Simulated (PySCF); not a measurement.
# Polarisability and C₆ of He (helium, neutral)

1s2, closed-shell 1S. Computed with PySCF 2.14 in aug-cc-pVQZ (5s4p3d2f, 46 functions), with the non-relativistic Hamiltonian (point nucleus). Coupled (time-dependent) response in atomic units; α is the mean over directions.

```
method  mean α (bohr³)  C₆ (like pair)  S(−4)
   UHF           1.322           1.375  1.363
   PBE           1.568           1.728  2.042
  PBE0           1.486           1.610  1.801
```

S(−4) is the Cauchy moment in α(ω) = α(0) + S(−4) ω² + …

Reference α: 1.384 bohr³ (recommended; Schwerdtfeger and Nagle, table of static dipole polarizabilities (2023 update)). Published C₆: 1.420 (Chu and Dalgarno (2004); Tang, Norbeck and Certain (1976)).

α(iu) at UHF:

```json
{"u (hartree)": "0", "α(iu) (bohr³)": "1.322"}
{"u (hartree)": "0.0500", "α(iu) (bohr³)": "1.318"}
{"u (hartree)": "0.100", "α(iu) (bohr³)": "1.308"}
{"u (hartree)": "0.200", "α(iu) (bohr³)": "1.269"}
{"u (hartree)": "0.300", "α(iu) (bohr³)": "1.211"}
{"u (hartree)": "0.500", "α(iu) (bohr³)": "1.057"}
{"u (hartree)": "0.750", "α(iu) (bohr³)": "0.8555"}
{"u (hartree)": "1.00", "α(iu) (bohr³)": "0.6830"}
{"u (hartree)": "1.50", "α(iu) (bohr³)": "0.4455"}
{"u (hartree)": "2.00", "α(iu) (bohr³)": "0.3063"}
{"u (hartree)": "3.00", "α(iu) (bohr³)": "0.1661"}
{"u (hartree)": "5.00", "α(iu) (bohr³)": "0.06923"}
```
